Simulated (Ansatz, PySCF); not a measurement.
Input for PySCF:
```python
from pyscf import gto, scf, dft

mol = gto.M(
    atom='''
Fe   -0.000000   -0.000000   -0.376712
O     0.000000    0.000000    1.224313
''',
    basis='def2-svp',
    charge=0,
    spin=4,
    verbose=4,
)

mf = dft.UKS(mol)
mf.xc = 'b3lyp'
mf.grids.atom_grid = (99, 590)
mf.grids.prune = None
mf.kernel()
```

### Question
Write the same job for Ansatz (a first-principles code).

### Answer
Several could match; the one computed here: 
Ansatz 0.2 input:
```yaml
crystal:
  periodic: [false, false, false]
  atoms:
    - {symbol: Fe, position_ang: [-0.00000000, -0.00000000, -0.37671175]}
    - {symbol: O, position_ang: [0.00000000, 0.00000000, 1.22431318]}
basis:
  gaussian:
    orbitals: def2-SVP
hamiltonian:
  xc: b3lyp
magnetization: {spin_polarized: true, initial_magnetization: 4}
accuracy: high
```

Both were run: PySCF gave -1338.665531 Eh and Ansatz -1338.665531 Eh, 0.000 mEh apart.
